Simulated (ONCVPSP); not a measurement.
**aluminium (Al): excitation energies, all-electron against ONCV**

```
Element                 : aluminium (Al)
Generator               : ONCVPSP 4.0.1
Type                    : optimised norm-conserving Vanderbilt (ONCV)
Functional              : LDA (Perdew-Zunger)
Relativity              : non-relativistic
Frozen core             : [Ne]
Valence charge          : 3
Reference configuration : 3s2 3p1
Partial waves           : 3s: rc 2.10 bohr, ncon 4, nbas 7, qcut 3.2 1/bohr, 1 projector; 3p: rc 2.35 bohr, ncon 5, nbas 8, qcut 2.9 1/bohr, 1 projector
Local potential         : polynomial inside 1.70 bohr (lpopt 5, dvloc0 0 Ha)
Core correction         : Teter function, fcfact 1.5, rcfact 1.05
```

Energies are relative to the spin-unpolarised reference configuration 3s2 3p1; without spin polarisation the order of configurations can differ from experiment.

| valence configuration | charge | ΔE all-electron (eV) | error AE − PS (meV) |
| --- | --- | --- | --- |
| 3s2 3p0 | +1 | 5.857 | +4.7 |
| 3s1 3p0 | +2 | 25.199 | +83 |
| 3s2 3p0.5 | +0.5 | 2.129 | +0.7 |
| 3s1 3p1 | +1 | 11.637 | +19 |
